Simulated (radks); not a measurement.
Q: Successive ionisation energies (eV) of one element, from differences of total energies of ions in their ground configurations, starting at charge 22: 680.69, 728.86, 778.11, 828.40, 879.70, 931.97, 999.48, 1054.8, 1111.0, 1168.3, 1226.4, 1285.5, 1345.5, 1636.4, 1693.2, 1750.4, 1807.8, 1865.5, 1940.0, 1999.8, 2060.1, 2120.6. Calculated with a radial shooting solver on a logarithmic mesh with Libxc functionals: non-relativistic Kohn-Sham, TPSS, spin-polarised, spherical densities, point nucleus; open shells are filled with parallel spins first (spin-orbit coupling, left out, can overturn this in heavy ions); meta-GGA in the generalised Kohn-Sham scheme; relativity is left out, which matters for an element this heavy. Which element is it?

A: Thallium (Z = 81). The first species listed is Tl22+ in [Kr] 4d10 4f13, the last Tl43+ in [Kr] 4d2.
